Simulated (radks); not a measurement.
Values are calculated unless marked as measured or tabulated.
Problem. Orbital eigenvalues (eV) of the samarium ion Sm3+, [Xe] 4f5, of relativity; Dirac values are averaged over j with weights 2j + 1. Spin-unpolarised spherical Kohn-Sham, PBE, point nucleus unless stated (finite: rms radius 5.0819 fm), a radial shooting solver on a logarithmic mesh with Libxc functionals. A level marked "c x" has the speed of light scaled by that factor and shares open shells by 2j + 1; other Dirac levels either fill j = l - 1/2 first or share by 2j + 1.

| shell | non-rel. |
|---|---|
| 2p | -6639.2 |
| 3s | -1550.9 |
| 3p | -1396.4 |
| 3d | -1108.6 |
| 4s | -328.17 |
| 4p | -268.59 |
| 4d | -162.94 |
| 5s | -65.530 |
| 5p | -49.060 |
| 4f | -36.270 |
| 5d (empty) | -25.089 |
| 6s (empty) | -20.891 |

Give the values at the level "Dirac, c x 100".

Solution. 
shell       Dirac, c x 100  change of magnitude (%)
2p                 -6639.2                    0.00
3s                 -1550.9                    0.00
3p                 -1396.4                    0.00
3d                 -1108.6                    0.00
4s                 -328.17                    0.00
4p                 -268.59                    0.00
4d                 -162.94                    0.00
5s                 -65.531                    0.00
5p                 -49.061                    0.00
4f                 -36.269                    0.00
5d (empty)         -25.089                    0.00
6s (empty)         -20.892                    0.00
